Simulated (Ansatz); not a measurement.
Wavefunction ladder for F2H6N2SSi2 (`N[SiH2]S[Si](N)(F)F`)

```xyz
13

N     1.529   -1.978    0.217
Si    0.011   -1.698    0.939
S    -1.440   -0.552   -0.205
Si   -0.560    1.341   -0.060
N    -0.919    2.255   -1.421
F     1.005    1.138    0.207
F    -1.031    2.184    1.198
H     2.162   -1.201    0.107
H     1.607   -2.623   -0.553
H    -0.678   -2.998    1.103
H     0.218   -0.993    2.222
H    -0.958    3.260   -1.408
H    -0.947    1.864   -2.346
```

Total charge 0; spin multiplicity 1. Geometry: relaxed with PBE0-D4/def2-TZVP. It is one conformer, not always the lowest. Frozen core, restricted reference, Ansatz. CBS rows extrapolate triple and quadruple zeta; past MP2 they add the triple-zeta difference.

```tsv
basis	HF (Eh)	MP2 corr.	CCSD corr.	(T)	CCSD(T) total
def2-TZVPP	-1287.13210	-1.33519	-1.38003	-0.05020	-1288.56233
def2-QZVPP	-1287.17734	-1.45124	–	–	–
CBS(def2)	-1287.18358	-1.53721	-1.58204	as TZ	-1288.81582
```
